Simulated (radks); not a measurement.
Values are calculated unless marked as measured or tabulated.
Exchange energies: the exact (Fock) value of the Kohn-Sham orbitals and density-functional approximations, as 100 (|E| - |E exact|)/|E exact|, negative where the magnitude is too small. Species: H 1s1; Zn29+ 1s1; Hf4+ [Xe] 4f14. Code: a radial shooting solver on a logarithmic mesh with Libxc functionals. Model: non-relativistic Kohn-Sham, PBE, spin-polarised, spherical densities, point nucleus. Every spin shell is full or empty, so the densities are truly spherical. Functionals are evaluated on that one density, not self-consistently.

functional               H     Zn29+      Hf4+
exact (hartree)  -0.306825  -9.36867  -288.282
LDA                 -14.03    -14.22     -3.84
B88                  -0.48     -0.86     +0.25
PW91                 -1.35     -1.79     +0.22
WC                   -3.67     -4.03     -0.48
AM05                -10.80    -11.01     -3.61
SOGGA                -6.21     -6.55     -1.72
B86b                 -0.70     -1.14     +0.19
EV93                 +4.30     +3.71     -0.29
APBE                 -0.08     -0.55     +0.44
revTPSS              +0.20     0.00     -0.74
SCAN                 +0.22     +0.01     +0.21
r2SCAN               +0.22     +0.01     -0.03
